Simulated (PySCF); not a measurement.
H₉Si₄, SMILES [Si]([SiH3])([SiH3])[SiH3], multiplicity 2.

Geometry optimised at r2SCAN-D4/def2-SVP. The isomer is the one that the SMILES or the coordinates give; other isomers of the formula were not compared.

Two levels are set side by side: PBE/def2-TZVP (PySCF) and CAM-B3LYP/def2-TZVP (PySCF). Same geometry, gas phase. Differences are taken from unrounded values.

```csv
quantity,CAM-B3LYP,PBE,PBE minus CAM-B3LYP
α-spin orbital gap (eV),7.92,3.96,-3.95
β-spin orbital gap (eV),7.25,3.15,-4.10
dipole moment (D),0.08,0.02,-0.06
mean polarisability (bohr³),122.3,129.4,7.2
```

Loosely held outer electrons make PBE densities more polarisable. Differences between two approximate levels are no errors against the true value.

Rough cost on one machine, each run with all the roots and properties that it gave: CAM-B3LYP against PBE within a factor of 2.
